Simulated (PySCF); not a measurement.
C₇H₅BF₂S.
SMILES with atom numbers: `[F:1][B:2]([F:3])[CH:4]=[C:5]=[CH:6][c:7]1[cH:8][cH:9][cH:10][s:11]1` (hydrogens: H12 on C4; H13 on C6; H14 on C8; H15 on C9; H16 on C10)

The calculation used PySCF 2.14.0, PBE0-D3(BJ)/def2-SVP geometry optimisation, gas phase.

Q: Give the optimised bond lengths and angles.

A: 
```tsv
bond	length (Å)
F1–B2, B2–F3	1.320
B2–C4	1.548
C4=C5	1.314
C5=C6	1.314
C6–C7	1.453
C7–C8	1.378
C8–C9	1.420
C9–C10	1.370
C10–S11	1.718
C7–S11	1.732
C4–H12	1.099
C6–H13	1.097
C8–H14	1.091
C9–H15	1.091
C10–H16	1.089
```

Bonds in one row agree within 0.01 Å and their mean is given. A selection of angles:
```tsv
angle	degrees
F1–B2–F3	117.2
F1–B2–C4	120.6
B2–C4–C5	121.1
C4–C5–C6	178.1
C5–C6–C7	126.5
C6–C7–C8	126.8
C6–C7–S11	122.4
C8–C7–S11	110.8
C7–C8–C9	113.0
C8–C9–C10	112.4
C9–C10–S11	111.9
C7–S11–C10	91.9
```

Torsions: F1–B2–C4–C5 -179° (antiperiplanar); C5–C6–C7–C8 179° (antiperiplanar). The mirror-image conformer, all signs reversed, is as good.

S11 (thiophene-type sulfur) is bent (angle 91.9°). The 5-membered ring C7–C8–C9–C10–S11 has internal angles of 91.9° to 113.0°; it is planar, 0.00 Å rms from its mean plane, widest ring torsion 0°. B2 (three-coordinate boron) is planar (angles 122.2°, 120.6° and 117.2°, sum 360.0°, 0.00 Å off the plane of its three neighbours). The C–C distances run from 1.314 Å (C4=C5, drawn double) to 1.453 Å (C6–C7, drawn single), a spread of 0.139 Å.

Point group: C1 (no symmetry element, even within 0.4 Å). PBE0-D3(BJ)/def2-SVP frequencies: not computed here. One conformer, not necessarily the lowest.

The run took 2.4 min on one thread, Arm Neoverse V1 (aarch64), shared host with 32 logical CPUs at a one-minute load of 19, and the process peaked at 0.97 GiB of memory. This is the geometry optimisation.
